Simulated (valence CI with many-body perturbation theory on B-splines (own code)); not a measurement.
Results of a calculation; reference values are marked as such.
Sn⁴⁵⁺: what each term of the Hamiltonian does

Level of theory: configuration interaction combined with many-body perturbation theory (CI+MBPT): three valence electrons over a frozen Dirac-Fock core [He], a basis of 11 s, 11 p, 9 d, 7 f, 5 g, 2 h, 1 i functions for each j, with the one-electron correlation potential Σ1 (screened to all orders), the two-electron term Σ2, the three-electron term Σ3, Breit, model QED; selected single and double excitations, second order for the rest (own B-spline code, finite nucleus).

No measured spectrum was set against this ion. As an estimate, large intervals hold to a few tenths of a per cent, small ones and those within an open d or f shell to about a per cent.

Each rung adds one term. CI alone is the Dirac-Coulomb CI over the frozen core; QED comes last and gives the full result, which names the levels. Energies are above (2s^2 2p1/2) J=1/2 on the same rung, in eV.

Levels are named by their leading jj configuration (3d3/2^4 stands for four electrons in 3d with j = 3/2), which in mixed levels can hold well under half, so a name can repeat and another be missing. Letters in brackets count levels of one name in rising energy.

| Level | CI alone | Σ1 | Σ2 | Σ3 | Breit | QED | Full |
| --- | --- | --- | --- | --- | --- | --- | --- |
| (2s 2p1/2^2) J=1/2 | 145.2 | -0.24 | -0.07 | -0.01 | +5.06 | -4.61 | 145.3 |
| (2s^2 2p3/2) J=3/2 | 259.9 | +0.08 | 0.00 | 0.00 | -4.68 | +0.40 | 255.7 |
| (2s 2p1/2 2p3/2) J=3/2 [a] | 361.5 | -0.16 | -0.04 | +0.01 | +0.33 | -4.12 | 357.5 |
| (2s 2p1/2 2p3/2) J=5/2 | 393.8 | -0.16 | -0.06 | -0.01 | -2.75 | -4.12 | 386.6 |
| (2s 2p1/2 2p3/2) J=3/2 [b] | 438.4 | -0.16 | -0.18 | -0.04 | -1.28 | -4.15 | 432.6 |
| (2s 2p1/2 2p3/2) J=1/2 | 438.2 | -0.17 | -0.29 | -0.04 | +0.69 | -4.17 | 434.2 |
| (2p1/2^2 2p3/2) J=3/2 | 595.3 | -0.40 | -0.36 | -0.05 | +4.33 | -8.67 | 590.1 |
| (2s 2p3/2^2) J=5/2 | 641.2 | -0.08 | -0.05 | -0.01 | -5.89 | -3.65 | 631.5 |
| (2s 2p3/2^2) J=1/2 | 705.5 | -0.08 | -0.08 | -0.06 | -2.86 | -3.67 | 698.7 |
| (2s 2p3/2^2) J=3/2 | 709.1 | -0.08 | -0.28 | -0.05 | -5.12 | -3.68 | 699.8 |
| (2p1/2 2p3/2^2) J=3/2 | 826.5 | -0.33 | -0.36 | -0.05 | +0.03 | -8.31 | 817.5 |
| (2p1/2 2p3/2^2) J=5/2 | 848.0 | -0.33 | -0.32 | -0.05 | -3.00 | -8.31 | 836.0 |
| (2p1/2 2p3/2^2) J=1/2 | 879.0 | -0.33 | -0.29 | -0.05 | +1.02 | -8.28 | 871.1 |
| (2p3/2^3) J=3/2 | 1116.9 | -0.25 | -0.29 | -0.05 | -4.67 | -7.81 | 1103.8 |
| (2s^2 3s) J=1/2 | 4369.3 | +0.36 | -0.06 | -0.05 | -7.53 | +1.34 | 4363.3 |
| (2s^2 3p1/2) J=1/2 | 4420.3 | +0.31 | -0.06 | -0.05 | -6.11 | -0.07 | 4414.3 |
| (2s 2p1/2 3s) J=1/2 [a] | 4469.1 | +0.12 | -0.04 | -0.05 | -3.00 | -3.13 | 4463.0 |
| (2s 2p1/2 3s) J=3/2 | 4481.8 | +0.18 | -0.08 | -0.05 | -5.38 | -2.08 | 4474.4 |
| (2s^2 3p3/2) J=3/2 | 4503.7 | +0.27 | -0.09 | -0.05 | -6.55 | -0.95 | 4496.3 |
| (2s 2p1/2 3s) J=1/2 [b] | 4504.7 | +0.12 | -0.07 | -0.05 | -3.67 | -3.17 | 4497.9 |
| (2s 2p1/2 3p1/2) J=1/2 [a] | 4512.4 | +0.07 | -0.04 | -0.05 | -1.59 | -4.52 | 4506.2 |
| (2s 2p1/2 3p1/2) J=3/2 | 4529.5 | +0.13 | -0.09 | -0.05 | -5.14 | -3.00 | 4521.4 |
| (2s^2 3d3/2) J=3/2 | 4540.7 | +0.30 | -0.08 | -0.04 | -6.50 | -1.50 | 4532.9 |
| (2s 2p1/2 3p1/2) J=1/2 [b] | 4555.3 | +0.07 | -0.12 | -0.05 | -2.11 | -4.49 | 4548.6 |
| (2s^2 3d5/2) J=5/2 | 4559.9 | +0.37 | -0.07 | -0.04 | -8.74 | +0.06 | 4551.5 |
| (2s 2p1/2 3p3/2) J=3/2 [a] | 4597.0 | +0.09 | -0.06 | -0.05 | -2.96 | -4.38 | 4589.6 |
| (2s 2p1/2 3p3/2) J=1/2 | 4611.5 | +0.06 | -0.11 | -0.05 | -3.22 | -4.83 | 4603.4 |
| (2s 2p1/2 3p3/2) J=5/2 | 4617.8 | +0.09 | -0.10 | -0.05 | -4.52 | -4.35 | 4608.8 |
| (2s 2p1/2 3p3/2) J=3/2 [b] | 4620.6 | +0.09 | -0.12 | -0.05 | -4.20 | -4.38 | 4611.9 |
| (2s 2p1/2 3d3/2) J=3/2 [a] | 4627.3 | +0.13 | -0.04 | -0.04 | -3.34 | -4.49 | 4619.5 |
| (2s 2p1/2 3d3/2) J=5/2 | 4646.4 | +0.13 | -0.08 | -0.04 | -4.81 | -4.48 | 4637.1 |

The middle columns are the shifts that each term adds.

How does the ionisation energy move along the ladder, and which term matters most?

CI alone 7794.2, + Σ1 7794.6, + Σ2 7794.5, + Σ3 7794.5, + Breit 7785.6, + QED 7785.7 eV. The largest step is Breit, -8.9 eV. NIST lists 7790 ± 4 eV (theoretical).
